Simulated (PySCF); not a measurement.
# W³⁺ (tungsten, charge +3) across methods

[Xe] 4f14 5d3, high-spin 4F determinant. Computed with PySCF 2.14 in aug-cc-pwCVTZ-PP with ECP60MDF (8s8p7d4f3g, 122 functions), with a scalar-relativistic core potential.

```json
{"method": "wB97M-V", "E (hartree)": "-65.3949", "mean ε 5p α (eV)": "-77.786", "mean ε 5p β (eV)": "-75.224", "mean ε 5d α (eV)": "-36.126", "Σ⟨r²⟩ (bohr²)": "23.90", "⟨S²⟩": "3.751"}
{"method": "PBE0", "E (hartree)": "-65.4578", "mean ε 5p α (eV)": "-75.315", "mean ε 5p β (eV)": "-72.469", "mean ε 5d α (eV)": "-33.932", "Σ⟨r²⟩ (bohr²)": "23.85", "⟨S²⟩": "3.751"}
{"method": "PBE", "E (hartree)": "-65.4767", "mean ε 5p α (eV)": "-72.269", "mean ε 5p β (eV)": "-70.192", "mean ε 5d α (eV)": "-32.361", "Σ⟨r²⟩ (bohr²)": "23.93", "⟨S²⟩": "3.751"}
{"method": "UHF", "E (hartree)": "-65.00446", "mean ε 5p α (eV)": "-83.495", "mean ε 5p β (eV)": "-78.003", "mean ε 5d α (eV)": "-37.927", "Σ⟨r²⟩ (bohr²)": "23.83", "⟨S²⟩": "3.754"}
{"method": "PBEsol", "E (hartree)": "-65.3555", "mean ε 5p α (eV)": "-72.122", "mean ε 5p β (eV)": "-70.051", "mean ε 5d α (eV)": "-32.267", "Σ⟨r²⟩ (bohr²)": "23.98", "⟨S²⟩": "3.751"}
{"method": "LDA", "E (hartree)": "-65.2679", "mean ε 5p α (eV)": "-72.176", "mean ε 5p β (eV)": "-70.141", "mean ε 5d α (eV)": "-32.274", "Σ⟨r²⟩ (bohr²)": "24.10", "⟨S²⟩": "3.750"}
{"method": "CAM-B3LYP", "E (hartree)": "-65.4166", "mean ε 5p α (eV)": "-76.732", "mean ε 5p β (eV)": "-73.985", "mean ε 5d α (eV)": "-35.248", "Σ⟨r²⟩ (bohr²)": "23.91", "⟨S²⟩": "3.751"}
```

Estimate the same row for r2SCAN.

E (hartree) = -65.4983; mean ε 5p α (eV) = -73.553; mean ε 5p β (eV) = -70.906; mean ε 5d α (eV) = -32.719; Σ⟨r²⟩ (bohr²) = 23.77; ⟨S²⟩ = 3.752.

Energies and moments cover only the electrons outside the core potential. Spin-orbit coupling, absent here, splits the open shell strongly.
